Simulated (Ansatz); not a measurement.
Geometry optimisation, Ansatz, RKS PBE-D4/def2-SVP.

input.yaml

```yaml
crystal:
  periodic: [false, false, false]
  atoms:
    - { symbol: Zr, position_ang: [-0.673129, 0.034506, -0.729404] }
    - { symbol: F, position_ang: [0.35061, 1.275084, 2.011508] }
    - { symbol: "N", position_ang: [1.211574, -0.485569, -0.180002] }
    - { symbol: H, position_ang: [1.899653, -1.112679, -0.610665] }
    - { symbol: H, position_ang: [1.606874, -0.073273, 0.675525] }
    - { symbol: "N", position_ang: [-0.962236, 2.031816, -1.020724] }
    - { symbol: H, position_ang: [-1.629807, 2.468093, -1.669242] }
    - { symbol: H, position_ang: [-0.389736, 2.777943, -0.60648] }
    - { symbol: F, position_ang: [-1.191291, -0.965846, -2.296623] }
    - { symbol: "N", position_ang: [-1.921563, -0.497007, 0.968586] }
    - { symbol: H, position_ang: [-1.925664, -1.432026, 1.393477] }
    - { symbol: H, position_ang: [-2.800703, -0.030976, 1.220779] }
    - { symbol: H, position_ang: [-0.390683, 0.700235, 2.087267] }
basis:
  gaussian: { orbitals: def2-SVP }
hamiltonian:
  xc: pbe
  dispersion: d4
relax:
  f_tol: 0.03
  max_steps: 50
```

Run as:

```bash
$ ansatz run input.yaml --threads 4 --pin off --max-ram 5120MiB --backend cpu --events-out ev --progress --plain --runs-dir out
```

Where does it end, and by what steps?

It converged. After 15 steps the energy has fallen by 1.793 eV; H13 moved furthest, 1.72 Å. Parted: F2–H13 (0.94 → 2.50 Å). Joined: Zr1–F2 (3.18 → 1.96 Å), N10–H13 (2.24 → 1.03 Å).

```
step  energy less start (eV)  largest force component (eV/Å)  accepted
   0                  0.0000                           0.981       yes
   1                 -0.2089                           0.713       yes
   2                 -0.3449                           0.732       yes
   3                 -0.4677                           0.750       yes
   4                 -0.6155                           0.588       yes
   5                 -0.8796                           1.180       yes
   6                 -1.1570                           1.498       yes
   7                 -1.3977                           0.959       yes
   8                 -1.5782                           0.376       yes
   9                 -1.6678                           0.801       yes
  10                 -1.7551                           0.327       yes
  11                 -1.7742                           0.394       yes
  12                 -1.7851                           0.268       yes
  13                 -1.7925                           0.062       yes
  14                 -1.7921                           0.085        no
  15                 -1.7932                           0.022       yes
```

```xyz
13
Properties=species:S:1:pos:R:3
Zr -0.330 0.466 -0.080
F 0.043 1.309 1.655
N 1.520 -0.396 -0.349
H 1.784 -0.987 -1.147
H 2.382 -0.090 0.116
N -0.711 2.193 -1.132
H -0.983 2.232 -2.121
H -0.387 3.128 -0.857
F -1.341 -0.757 -1.233
N -2.002 -0.494 1.420
H -1.974 -1.522 1.449
H -2.962 -0.244 1.146
H -1.854 -0.147 2.377
```

Run time: 27 s on 4 threads of Arm Neoverse V2, with other jobs on the host, peak memory 0.2 GiB.
